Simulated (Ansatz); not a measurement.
Method: frozen-core CCSD(T)/def2-TZVPP // PBE0-D4/def2-TZVP run with Ansatz (a program for electronic structure).

Ansatz 0.2 input:
```yaml
crystal:
  periodic: [false, false, false]
  atoms:
    - { symbol: F, position_ang: [-0.080182, 1.967625, -0.075124] }
    - { symbol: In, position_ang: [-0.0018, 0.044238, -0.001684] }
    - { symbol: Cl, position_ang: [-1.983455, -1.091553, -0.043583] }
    - { symbol: Cl, position_ang: [2.065437, -0.920312, 0.120393] }
basis:
  gaussian: { orbitals: def2-TZVPP }
correlation:
  method: ccsd_t
```

Output:

```
Functional definition: HF
1188 factors; integrals over basis functions are off by at most 8.8e-4 eV
mean field evaluation 1: about -32865.0241 eV, gradient 3.6e1 eV
mean field evaluation 2: about -32865.0591 eV, gradient 3.7e1 eV
mean field evaluation 4: about -32867.5374 eV, gradient 1.9e0 eV
mean field evaluation 8: about -32867.5615 eV, gradient 2.0e-1 eV
mean field evaluation 16: about -32866.4183 eV, gradient 2.9e1 eV
mean field -32867.56178208 eV, -1207.8606170581 hartree, gradient 5.6e-6 eV, S^2 0.000000; 0 other end points of the search recorded, 0 dependent functions left out
15 core orbitals not correlated
reference -32867.56178208 eV, -1207.8606170581 hartree; 17, 17 occupied and 133, 133 virtual orbitals, 1188 factors
second order -24.34895126 eV of doubles, -0.00000000 eV of singles
cycle   1  -24.32271965 eV  change    2.6e-2 eV  update   1.2e-1
cycle   2  -24.82315742 eV  change   -5.0e-1 eV  update   3.7e-2
cycle   3  -24.95759559 eV  change   -1.3e-1 eV  update   2.2e-2
cycle   4  -24.95306774 eV  change    4.5e-3 eV  update   6.6e-3
cycle   5  -24.94357499 eV  change    9.5e-3 eV  update   2.6e-3
cycle   6  -24.94399924 eV  change   -4.2e-4 eV  update   8.0e-4
cycle   7  -24.94415525 eV  change   -1.6e-4 eV  update   2.7e-4
cycle   8  -24.94406117 eV  change    9.4e-5 eV  update   8.9e-5
cycle   9  -24.94407321 eV  change   -1.2e-5 eV  update   3.3e-5
perturbative correction -0.90317496 eV, -0.0331910676 hartree
Total energy: -32893.40903025 eV, -1208.8104859084 hartree
```

Cost: about 90 core-seconds (a rough figure).
